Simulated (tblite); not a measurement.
Isomers of C3H10O3SSi. Calculated harmonic vibrations of the isolated species, GFN2-xTB (tblite), most abundant isotopes, no scaling. This tight-binding method is rough: wavenumbers can miss measured ones by several per cent, in bad cases by 10 to 20. Modes of hydrogen on silicon can be 10 to 20 % off. One conformer each.

Electronic energies: GFN2-xTB at the same geometries; isomer energies are rough at this level and their order can be wrong.

```tsv
SMILES	electronic energy, lowest = 0 (kJ/mol)
COC[S@](=O)CO[SiH3]	29.2
CS(=O)(=O)OCC[SiH3]	74.0
CO[SiH2]CS(C)(=O)=O	0.0
```

Question: How do GFN2-xTB zero-point energies change the relative energies?

Answer: 
| SMILES | ZPE (kJ/mol) | of it from modes above 1550 cm⁻¹ | electronic (kJ/mol) | with ZPE, lowest = 0 (kJ/mol) | lowest mode (cm⁻¹) | rings |
| --- | --- | --- | --- | --- | --- | --- |
| CO[SiH2]CS(C)(=O)=O | 343.1 | 172.5 | 0.0 | 0.0 | 17 | 0 |
| COC[S@](=O)CO[SiH3] | 337.1 | 164.8 | 29.2 | 23.1 | 29 | 0 |
| CS(=O)(=O)OCC[SiH3] | 338.1 | 167.1 | 74.0 | 68.9 | 35 | 0 |

The zero-point energies span 6.0 kJ/mol, from `COC[S@](=O)CO[SiH3]` to `CO[SiH2]CS(C)(=O)=O`. The order is unchanged.
